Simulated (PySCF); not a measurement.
Geometries of 2 isomers of C6H6F4, from PBE0-D3(BJ)/def2-SVP geometry optimisation, gas phase (PySCF 2.14.0). One conformer each, no zero-point energy, no frequencies.

Question: Which is lower in electronic energy at this level?
A.
```xyz
16
angstrom
F      2.584    0.460   -0.327
C      1.778   -0.320    0.398
F      2.034   -0.081    1.688
F      2.110   -1.590    0.148
C      0.344   -0.062    0.076
C     -0.401    1.282    0.236
C     -1.403    0.253   -0.311
F     -2.694    0.483   -0.596
C     -0.875   -0.766    0.711
C     -0.331   -0.225   -1.303
H     -0.557    1.631    1.266
H     -0.095    2.089   -0.445
H     -1.062   -0.549    1.772
H     -1.002   -1.830    0.464
H     -0.423   -1.254   -1.679
H     -0.020    0.486   -2.082
```
B.
```xyz
16
angstrom
C      3.051    0.355    1.010
C      1.848    0.273    0.199
C      0.844    0.215   -0.476
C     -0.359    0.144   -1.293
C     -1.586   -0.413   -0.584
F     -2.565   -0.616   -1.517
C     -2.166    0.518    0.476
F     -2.367    1.745   -0.005
F     -1.343    0.612    1.520
F     -3.335    0.054    0.911
H      2.811    0.656    2.042
H      3.571   -0.615    1.054
H      3.753    1.096    0.598
H     -0.619    1.137   -1.695
H     -0.189   -0.513   -2.162
H     -1.356   -1.370   -0.087
```

Answer: A. That is `C1[C@]2(C[C@]1(F)C2)C(F)(F)F`, 5.6 kcal/mol below the other.

```csv
SMILES,atoms numbered as above,E (Eh),relative (kcal/mol),relative (kJ/mol),dipole (D)
FC(F)(F)[C@]12C[C@](F)(C1)C2,[F:1][C:2]([F:3])([F:4])[C@:5]12[CH2:6][C@:7]([F:8])([CH2:9]1)[CH2:10]2,-630.46271,0.0,0.0,0.67
CC#CC[C@H](F)C(F)(F)F,[CH3:1][C:2]#[C:3][CH2:4][C@H:5]([F:6])[C:7]([F:8])([F:9])[F:10],-630.45384,5.6,23.3,2.58
```

As drawn, the lower has a four-membered ring and a quaternary carbon, which the higher lacks; the higher has a C≡C bond, which the lower lacks.
